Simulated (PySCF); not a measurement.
A structure optimised at B3LYP-D3(BJ)/def2-TZVP, used in a PySCF frequency run:

```
O
Si 1 1.6160
H 2 1.4882 1 111.35
H 2 1.4882 3 107.53 1 -122.24
H 2 1.4882 3 107.53 4 -115.52
Mg 1 1.7976 3 147.29 2 180.00
H 6 1.6820 3 160.69 2 180.00
```
Charge 0, spin multiplicity 1.

Problem. Write its SMILES, formula and point group.

Solution. [MgH][O][SiH3], H4MgOSi, C3v

Problem. What are its rotational constants (standard atomic weights)?

Solution. 86.992, 2.7958, 2.7958 GHz
